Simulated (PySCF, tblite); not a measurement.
Isomers of C6H14N (doublet state). Calculated harmonic vibrations of the isolated species, GFN2-xTB (tblite), most abundant isotopes, no scaling. Against measured fundamentals such values can be off by several per cent, at times by over 20. One conformer each. Open shells enter through the occupations alone, without spin polarisation, and single modes of such species can be off by tens of per cent.

Electronic energies: B3LYP/pcH-1 single points on the GFN2-xTB geometries (PySCF, gas phase).

```csv
SMILES,"electronic energy, lowest = 0 (kcal/mol)"
CC[C](C)[C@@H](C)N,6.3
CC[C@H](C)[C](C)N,0.0
CC[C@H](C)CC[NH],14.5
[CH2][C@@H](N)[C@@H](C)CC,14.9
```

Q: How do GFN2-xTB zero-point energies change the relative energies?

A: 
| SMILES | ZPE (kcal/mol) | of it from modes above 1550 cm⁻¹ | electronic (kcal/mol) | with ZPE, lowest = 0 (kcal/mol) | lowest mode (cm⁻¹) | rings |
| --- | --- | --- | --- | --- | --- | --- |
| CC[C@H](C)[C](C)N | 118.5 | 61.1 | 0.0 | 0.0 | 41 | 0 |
| CC[C](C)[C@@H](C)N | 118.2 | 63.1 | 6.3 | 5.9 | 36 | 0 |
| CC[C@H](C)CC[NH] | 118.3 | 60.0 | 14.5 | 14.3 | 57 | 0 |
| [CH2][C@@H](N)[C@@H](C)CC | 118.1 | 61.5 | 14.9 | 14.5 | 59 | 0 |

The zero-point energies span 0.4 kcal/mol, from `[CH2][C@@H](N)[C@@H](C)CC` to `CC[C@H](C)[C](C)N`. The order is unchanged.

Q: And how do the electronic energies of GFN2-xTB itself compare?

A: `CC[C@H](C)[C](C)N` 0.0; `CC[C](C)[C@@H](C)N` 7.9; `CC[C@H](C)CC[NH]` 13.7; `[CH2][C@@H](N)[C@@H](C)CC` 16.7 kcal/mol, lowest = 0. Against the energies above, taken from the same isomer `CC[C@H](C)[C](C)N`, the largest difference is 1.8 kcal/mol.

Q: What do entropy and thermal enthalpy add at 298.15 K and 1 bar (rigid rotor, harmonic oscillator, one conformer each)?

A: 
```csv
SMILES,point group,symmetry number,S (cal/(mol K)),H − H(0) (kcal/mol),ZPE + H − H(0) − TS (kcal/mol)
CC[C@H](C)[C](C)N,C1,1,97.7,6.91,96.3
CC[C](C)[C@@H](C)N,C1,1,99.5,6.99,95.5
CC[C@H](C)CC[NH],C1,1,96.2,6.63,96.3
[CH2][C@@H](N)[C@@H](C)CC,C1,1,94.9,6.72,96.6
```

S holds R ln(2S + 1) for the spin.
